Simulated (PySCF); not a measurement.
SMILES [CH2]([GeH3])CBr (GFN2-xTB optimised geometry):

```
11

Ge     1.430     0.370    -1.448
C      0.697    -0.772     0.000
C     -0.815    -0.772     0.000
Br    -1.496     1.055     0.000
H      1.496     1.803    -1.048
H      0.579     0.241    -2.670
H      2.812    -0.087    -1.791
H      1.069    -0.415     0.963
H      1.042    -1.803    -0.111
H     -1.239    -1.262     0.877
H     -1.214    -1.233    -0.903
```

Method: PySCF with PBE/def2-TZVP.

What are the frontier orbital energies and the dipole moment?

HOMO-2 -7.52 eV, HOMO-1 -6.68 eV, HOMO -6.65 eV, LUMO -1.08 eV, LUMO+1 0.15 eV; dipole moment 1.95 D.

On the same geometry PBE0/def2-TZVP (PySCF) gives HOMO-2 -8.77 eV, HOMO-1 -7.97 eV, HOMO -7.94 eV, LUMO -0.07 eV, LUMO+1 0.96 eV; dipole moment 2.03 D.

Meta-Löwdin charges at PBE/def2-TZVP: Ge1 0.30, C2 -0.39, C3 -0.19, Br4 -0.10, H5 -0.04, H6 -0.05, H7 -0.06, H8 0.13, H9 0.13, H10 0.14, H11 0.13.
